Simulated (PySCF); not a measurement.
The numbers are results of PBE-D3(BJ)/def2-TZVP // PBE0-D4/def2-TZVP (PySCF), not measurements. Gas-phase values, no solvent. One relaxed conformer stands for a flexible species; it need not be the lowest. Excitations are Tamm–Dancoff values on a coarser integration grid. The basis has no diffuse functions, so Rydberg states are missing or too high.

Reference species (SMILES): `[SiH3]Cl` (neutral, multiplicity 1).

```json
{
  "T1 excitation (TDA)": "6.46 eV",
  "HOMO–LUMO gap": "6.69 eV",
  "S1 excitation (TDA)": "6.81 eV",
  "LUMO": "-0.97 eV"
}
```

Changed species: `CN(C)[SiH2]Cl` (C–N–Si–Cl torsion 79°) (X = dimethylamino; the reference has X = H).

Q: What does the change do to the T1 excitation (TDA), HOMO–LUMO gap, S1 excitation (TDA) and LUMO?

A: the T1 excitation (TDA) decreases by 1.20 eV, to 5.26 eV; the HOMO–LUMO gap falls by 1.28 eV, to 5.41 eV; the S1 excitation (TDA) falls by 1.32 eV, to 5.49 eV; the LUMO rises by 0.80 eV, to -0.17 eV.
